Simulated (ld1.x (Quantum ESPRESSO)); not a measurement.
**Cd: variants of one PAW potential**

Base potential:

| Quantity | Value |
| --- | --- |
| Element | Cd (Z = 48) |
| Generator | ld1.x (Quantum ESPRESSO) 7.5 |
| Type | PAW |
| Functional | BP86 |
| Relativity | scalar-relativistic |
| Frozen core | [Ar] 3d10 |
| Valence charge | 20 |
| Reference configuration | 4s2 4p6 4d10 5s1 5p1 |
| Partial waves | 4s (bound): rcut 1.35, rcutus 1.60 bohr; 5s (bound): rcut 1.35, rcutus 1.60 bohr; 4p (bound): rcut 1.30, rcutus 1.45 bohr; 5p (bound): rcut 1.30, rcutus 1.45 bohr; 4d (bound): rcut 1.00, rcutus 1.20 bohr; 4d channel at 1.7 Ry: rcut 1.00, rcutus 1.20 bohr |
| Local potential | all-electron potential smoothed inside 1.20 bohr (lloc = -1) |
| Core correction | Bessel-smoothed model core inside 0.80 bohr |
| Augmentation charge | BESSEL, radius 0.95 bohr |

All-electron outer shells of the reference configuration (BP86, scalar-relativistic, ld1.x):

```tsv
shell	level (eV)	outermost node (bohr)	outermost maximum (bohr)
3p	-603.48	0.14	0.32
3d	-395.81	–	0.27
4s	-108.02	0.43	0.79
4p	-69.06	0.43	0.84
4d	-13.76	0.42	0.98
5s	-7.11	1.06	2.29
5p	-2.24	1.19	3.17
```

Cutoffs, loose and tight: the cutoffs (Ry, on a coarse ladder) from which the occupation-weighted sum of valence levels, in a spherical-Bessel basis at the reference potential, stays within 10 and 1 mRy of its value at 400 Ry. They do not see the model core or the augmentation charge, which bear on the density cutoff. Test errors are all-electron minus pseudo excitation energies from the reference, over the configurations 4s2 4p6 4d10 5s2 5p0; 4s2 4p6 4d10 5s1 5p0; 4s2 4p6 4d10 5s0 5p0; 4s2 4p6 4d8 5s0 5p0; 4s2 4p6 4d10 5s1.5 5p0; 4s2 4p6 4d10 5s0 5p2; 4s2 4p6 4d9 5s0 5p0. A dash means not determined; rows that change the core or the reference have their own tests. The largest error is taken over the tests solved by every variant that gives reliable tests at all: 4s2 4p6 4d10 5s0 5p0; 4s2 4p6 4d10 5s1 5p0; 4s2 4p6 4d10 5s2 5p0.

Cutoffs are not given where the Bessel-basis levels miss the radial ones by over 6 mRy, ghosts where they miss by over 20 mRy; a channel whose overlap is not positive is not tested.

A file whose overlap is not positive is unfit for use, and its test errors describe a broken file.

```csv
change,outcome,"cutoff, loose","cutoff, tight",bound ghosts,largest test error (meV)
base,"generated, overlap not positive",–,–,not determined (overlap not positive),-3.8
"waves 4p (bound): rcut 0.90, rcutus 0.96 bohr; 5p (bound): rcut 0.90, rcutus 0.96 bohr",failed: new_paw_hamiltonian: negative rho,–,–,–,–
"waves 4p (bound): rcut 1.02, rcutus 1.08 bohr; 5p (bound): rcut 1.02, rcutus 1.08 bohr",failed: new_paw_hamiltonian: negative rho,–,–,–,–
"waves 4p (bound): rcut 1.16, rcutus 1.22 bohr; 5p (bound): rcut 1.16, rcutus 1.22 bohr",failed: new_paw_hamiltonian: negative rho,–,–,–,–
"waves 4p (bound): rcut 1.26, rcutus 1.34 bohr; 5p (bound): rcut 1.26, rcutus 1.34 bohr",failed: new_paw_hamiltonian: negative rho,–,–,–,–
"waves 4p (bound): rcut 1.30, rcutus 1.48 bohr; 5p (bound): rcut 1.30, rcutus 1.48 bohr","generated, overlap not positive",–,–,not determined (overlap not positive),-3.8
"waves 4p (bound): rcut 1.30, rcutus 1.62 bohr; 5p (bound): rcut 1.30, rcutus 1.62 bohr","generated, overlap not positive",–,–,not determined (overlap not positive),-2.1
"waves 4p (bound): rcut 1.30, rcutus 1.86 bohr; 5p (bound): rcut 1.30, rcutus 1.86 bohr","generated, overlap not positive",–,–,not determined (overlap not positive),-26
```

**Question.** What comes out with this change to the base: waves 4p (bound): rcut 1.30, rcutus 2.00 bohr; 5p (bound): rcut 1.30, rcutus 2.00 bohr?

**Answer.** outcome: generated; cutoff, loose: 80 Ry; cutoff, tight: 140 Ry; bound ghosts: none; largest test error (meV): -3.9.

**Question.** What comes out with this change to the base: waves 4p (bound): rcut 1.30, rcutus 1.74 bohr; 5p (bound): rcut 1.30, rcutus 1.74 bohr?

**Answer.** outcome: generated, overlap not positive; bound ghosts: not determined (overlap not positive); largest test error (meV): +14. A file whose overlap is not positive is unfit for use, and its test errors describe a broken file.

**Question.** What comes out with this change to the base: waves 4p (bound): rcut 1.30, rcutus 2.20 bohr; 5p (bound): rcut 1.30, rcutus 2.20 bohr?

**Answer.** outcome: failed: run_pseudo: Errors in PS-KS equation. Cause: the pseudo-atom solver did not find the valence states with the expected number of nodes, which is the usual sign of a ghost state.

Reading the sweep of the p radius (base included, trends over the rows without a ghost): The generation fails at 0.96, 1.08, 1.22, 1.34, 2.2 bohr.
